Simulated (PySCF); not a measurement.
## Magnetic susceptibility: SMILES C#CC#CC#CC1CC1, C9H6

Geometry:
```csv
atom,x (Å),y (Å),z (Å)
C1,5.427,-1.791,-0.047
C2,4.306,-1.345,-0.014
C3,3.056,-0.839,0.022
C4,1.931,-0.374,0.055
C5,0.689,0.146,0.090
C6,-0.420,0.633,0.120
C7,-1.727,1.190,0.156
C8,-2.789,0.530,1.002
C9,-2.869,0.440,-0.486
H10,6.401,-2.178,-0.076
H11,-1.743,2.273,0.092
H12,-3.486,1.169,1.522
H13,-2.512,-0.357,1.552
H14,-2.646,-0.508,-0.952
H15,-3.621,1.017,-1.001
```

Method: GIAO PBE0/pcSseg-1 magnetisability, rotational g tensor and spin-rotation constants, non-relativistic, gas phase in PySCF. Geometry: GFN2-xTB.

Task: What are the magnetisability and the molar susceptibility?

Result: Isotropic -1462 × 10⁻³⁰ J/T², or -88.0 × 10⁻⁶ cm³/mol; principal values -1739, -1343, -1304 × 10⁻³⁰ J/T², anisotropy 416 × 10⁻³⁰ J/T² (root of half the summed squared differences of the principal values). The susceptibility is in cgs units.

Task: Split it along the inertial axes a, b, c into diamagnetic and paramagnetic parts about the centre of mass, with the quadrupole moment.

Result: 
```
axis  χ (10⁻⁶ cm³/mol)  diamagnetic (10⁻⁶ cm³/mol)  paramagnetic (10⁻⁶ cm³/mol)  summed x² of all electrons (Å²)  quadrupole Θ (D Å)
   a            -103.0                      -199.4                         96.4                            599.7              +21.76
   b             -80.6                     -2643.9                       2563.4                             23.5              -10.88
   c             -80.6                     -2643.9                       2563.4                             23.5              -10.88
```
Anisotropies 2χaa − χbb − χcc = -44.8 and 2χbb − χaa − χcc = +22.4 × 10⁻⁶ cm³/mol. Θ is traceless in Buckingham's convention.

Task: And the rotational g tensor?

Result: 
```tsv
axis	rotational constant (GHz)	g	nuclear part	electronic part
a	13.4298	+0.0563	0.6646	-0.6083
b	0.4592	+0.0012	0.5543	-0.5531
c	0.4584	+0.0012	0.5533	-0.5521
```
Prolate top; isotopes 12C, 1H; no vibrational averaging.
